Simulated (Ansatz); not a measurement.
Consider the atomization: `F[B]1[AlH][SiH2]S1` → Al• + B• + F• + 3 H• + S• + Si•.

Calculated with Ansatz (gas phase, PBE0-D4/def2-TZVP geometries, no zero-point term in ΔE). CCSD(T)/CBS is the MP2 limit (def2-TZVPP, def2-QZVPP) plus CCSD(T) − MP2 in def2-TZVPP, frozen cores. This one scheme is used for every species, atoms too. DFT in def2-TZVPP. HSE06 is defined as in plane-wave codes. Open shells (•) are unrestricted, without spin–orbit coupling. Spin–orbit coupling would lower the free atoms: a little for Al, B, F, S, Si.

```json
{"level": "HSE06-D4", "ΔE (kJ/mol)": "2631.7"}
{"level": "revPBE", "ΔE (kJ/mol)": "2548.6"}
{"level": "MP2/def2-SVP", "ΔE (kJ/mol)": "2494.7"}
{"level": "HF/def2-TZVPP", "ΔE (kJ/mol)": "1937.9"}
```

Task: What does CCSD(T)/CBS give? (Estimate.)

Result: The calculation gave: +2619.0 kJ/mol. The listed levels differ from it by 12.7, -70.4, -124.3, -681.1 kJ/mol.

Largest T1 diagnostic among the species: 0.018.

The D4 term adds +37.3 kJ/mol with B3LYP and +19.2 kJ/mol with PBE0; it sums over pairs of atoms, weighted by their polarisabilities, and B3LYP, whose exchange is more repulsive, gets the larger term. From PBE to PBE0 (25 % exact exchange), in def2-TZVPP and without D4, ΔE moves by −38.8 kJ/mol: exact exchange takes away binding that semilocal exchange gives to molecules.

B3LYP here is the variant with VWN-RPA as its local correlation; programs differ in this.

For atomizations the MP2-based limit and the directly extrapolated one differ by several kJ/mol either way, and by 10 to 25 for some Ge, Se and Sn compounds, so smaller differences from it don't rank the levels.
